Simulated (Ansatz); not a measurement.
```xyz
10

F     2.086   -0.830   -1.287
Si    0.494   -0.704   -1.295
N    -0.126   -0.535    0.300
Si   -0.469    0.872    1.190
F    -2.026    1.167    1.249
F     0.197    2.087    0.423
H     0.148    0.496   -2.080
H    -0.023   -1.964   -1.870
H    -0.289   -1.405    0.791
H     0.007    0.814    2.579
```

The species carries charge 0 and has multiplicity 1.

(1) List the PBE0/def2-TZVPP orbital energies in eV (the Gaussian-basis code of Ansatz). (Best estimate.)

## Answers

(1) Ansatz gave: Occupied: -1804.68, -1803.91, -674.25, -674.12, -673.81, -391.68, -146.78, -146.09, -101.50, -101.46, -101.41, -100.80, -100.76, -100.72, -33.90, -33.38, -33.21, -24.58, -16.53, -15.93, -14.48, -14.14, -13.80, -13.31, -12.89, -12.76, -12.53, -12.48, -12.18, -11.35, -10.44, -9.74, -8.96. Lowest empty: 0.36, 0.61, 0.83, 1.46, 1.94, 2.30, 2.49, 2.85.
